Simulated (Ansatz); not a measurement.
Consider the substitution at a C–In bond: `[CH3][In]([Cl])[SeH]` + `C[NH][AlH][F]` → `C[N](C)[AlH][F]` + `[Cl][InH][SeH]`.

Computed with Ansatz on PBE0-D4/def2-TZVP structures; ΔE is electronic, products minus reactants. CCSD(T)/CBS is the MP2 limit (def2-TZVPP, def2-QZVPP) plus CCSD(T) − MP2 in def2-TZVPP, frozen cores. Functionals use def2-TZVPP. Elements past krypton have def2 core potentials. For In, Se outer-core shells are correlated without core-valence functions, which leaves a few kJ/mol of doubt a bond. Scalar relativity is left out up to krypton. One conformer a species, not always the lowest.

`[CH3][In]([Cl])[SeH]`:

```xyz
8

C     0.190   -1.606   -0.024
In    0.031    0.520   -0.070
Cl    1.484    1.702   -1.480
Se   -1.497    2.061    1.158
H    -0.441   -2.021    0.759
H    -0.117   -2.000   -0.993
H     1.231   -1.875    0.152
H    -0.880    3.219    0.498
```

`C[NH][AlH][F]`:

Z-matrix (Å, degrees):
```
C
N 1 1.448
H 1 1.096 2 112.3
H 1 1.093 2 110.0 3 119.1
H 1 1.096 2 112.3 3 -121.7
Al 2 1.758 1 127.2 3 -119.0
H 2 1.009 1 112.3 3 61.0
F 6 1.652 2 117.9 1 -180.0
H 6 1.571 2 122.1 1 0.0
```

`C[N](C)[AlH][F]`:

Cartesian coordinates in Å:
```
C -0.642 -1.141 -0.509
N 0.045 -0.001 0.052
C -0.313 1.241 -0.590
Al 1.202 -0.092 1.377
F 1.520 -1.584 2.012
H -0.417 -1.260 -1.578
H -1.732 -1.038 -0.415
H -0.346 -2.060 0.001
H -0.073 1.226 -1.662
H 0.224 2.081 -0.141
H -1.389 1.447 -0.498
H 1.921 1.181 1.950
```

`[Cl][InH][SeH]`:

Cartesian coordinates in Å:
```
Cl -1.976 0.464 1.803
In -0.374 0.493 0.112
Se 0.870 -1.656 0.030
H -0.212 1.889 -0.848
H 1.693 -1.189 -1.096
```

```
             level  ΔE (kJ/mol)
         revPBE-D4         53.4
        r2SCAN0-D4         58.8
            B2PLYP         63.1
CCSD(T)/def2-TZVPP         62.2
```

**Question.** What does CCSD(T)/CBS give? (Estimate.)

**Answer.** Ansatz gave: +65.5 kJ/mol. The listed levels differ from it by -12.1, -6.7, -2.4, -3.3 kJ/mol.

Largest T1 diagnostic among the species: 0.012.

From BLYP to BHLYP (50 % exact exchange), in def2-TZVPP and without D4, ΔE moves by −4.6 kJ/mol. In def2-TZVPP, CCSD(T) changes the Hartree–Fock value by +7.3 kJ/mol (the triples alone add +0.6 kJ/mol) and MP2 by +14.4 kJ/mol. At CCSD(T), def2-SVP lies −20.9 kJ/mol from the extrapolated value and def2-TZVPP −3.3 kJ/mol.
